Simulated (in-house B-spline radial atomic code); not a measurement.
Results of a calculation; reference values are marked as such.
**Stopping and range of 5 keV Ga in Si**

The pair potential comes from two frozen, spherical free-atom densities (PBE, B-spline radial code, scalar-relativistic past argon): electrostatics plus the change in Thomas-Fermi kinetic and Dirac exchange energy where they overlap, the recipe behind the universal ZBL potential, which averages such potentials (from solid-state densities) over many pairs. It is written V = (Z1 Z2 e²/r) φ(r/a), with e² = 14.3996 eV·Å and a = 0.46850 Å/(Z1^0.23 + Z2^0.23); ZBL's fit is φ = 0.18175 e^(−3.1998x) + 0.50986 e^(−0.94229x) + 0.28022 e^(−0.4029x) + 0.02817 e^(−0.20162x). Where φ falls below 4e-4 it is continued as an exponential.

The target is taken as amorphous, with density 2.329 g/cm³ (NSM archive of the Ioffe Institute); channelling is ignored. Masses: Ga 69.72, Si 28.09 u. Nuclear stopping is S_n = 4π a Z1 Z2 e² M1/(M1 + M2) × s_n(ε), with s_n integrated over impact parameters for each pair. Electronic stopping is Lindhard and Scharff's S_e = Z1^(1/6) 8π e² a0 Z1 Z2/(Z1^(2/3) + Z2^(2/3))^(3/2) × v/v0, with a0 = 0.529177 Å and v = v0 at 24.801 keV/u; it misses the oscillations with Z1 seen in experiment, which reach tens of per cent. Compounds add by atom fraction.

```tsv
target atom	a (Å)	ε at this energy	s_n, this pair	s_n, ZBL potential
Si	0.11603	0.02666	0.2369	0.2307
```

**Question.** What are the atom density and the stopping powers at entry?

**Answer.** N = 2.329 × 0.602214/28.09 = 0.04993 atoms/Å³. For Si: S_n = 6495 × 0.2369 = 1539 eV·Å², S_e = 1.8048 × √5000 = 127.6 eV·Å². Averaged over the target's atoms and times N × 10 Å/nm, the ion loses N S_n = 768 eV/nm to recoils and N S_e = 63.7 eV/nm to electrons; the nuclear share is 92 %.

Along the track:

| E (keV) | N S_n (eV/nm) | N S_e (eV/nm) |
| --- | --- | --- |
| 0.25 | 214 | 14.2 |
| 0.75 | 355 | 24.7 |
| 1.5 | 482 | 34.9 |
| 2.5 | 596 | 45.1 |
| 3.75 | 695 | 55.2 |
| 5 | 768 | 63.7 |

**Question.** Estimate the path length and the projected range.

**Answer.** With continuous slowing down the path is the integral of dE/(N (S_n + S_e)). Trapezoids over the table give 8.61 nm, and the stretch below the first row, with stopping taken as √E, adds 2E/(N S) = 2.2 nm: 10.8 nm in all, against 10.5 nm on a fine grid from 5 eV. Deflections shorten the depth: to first order in the energy passed on, N (S_n + S_e) dR_p/dE = 1 − N S_n (M2/M1) R_p/(2E), summed over the target's atoms, and integrating this on the fine grid gives R_p = 7.83 nm, 0.75 of the path. Lindhard's rule of thumb R/(1 + M2/3M1), with mean M2/M1 = 0.40, gives 9.22 nm. On the ZBL potential the same equation gives 7.88 nm, and the full integral equation, which keeps hard collisions, 7.99 nm.
